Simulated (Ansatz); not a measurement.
Cl$_{3}$FHf (`[F][Hf]([Cl])([Cl])[Cl]`). The species carries charge 0 and has multiplicity 1. Correlated methods include outer-core shells of Hf, which these sets cover unevenly. Hf: def2 effective core potential.

```json
{"atom": "F1", "x (Å)": "-1.339", "y (Å)": "1.362", "z (Å)": "0.419"}
{"atom": "Hf2", "x (Å)": "-0.051", "y (Å)": "0.052", "z (Å)": "0.016"}
{"atom": "Cl3", "x (Å)": "1.242", "y (Å)": "-0.338", "z (Å)": "1.908"}
{"atom": "Cl4", "x (Å)": "-1.139", "y (Å)": "-1.900", "z (Å)": "-0.623"}
{"atom": "Cl5", "x (Å)": "1.288", "y (Å)": "0.824", "z (Å)": "-1.720"}
```

Q: Give the diagnostics of a CCSD(T)/def2-TZVPP run (frozen core, Ansatz). (Estimate.)

A: Computed: T1 = 0.0144, largest single amplitude 0.035, largest double 0.023, (T) share of the correlation energy 4.1 %, 10 CCSD cycles. The RHF solution is stable towards an unrestricted one. T1 lies under the customary mark of 0.02 for closed shells.
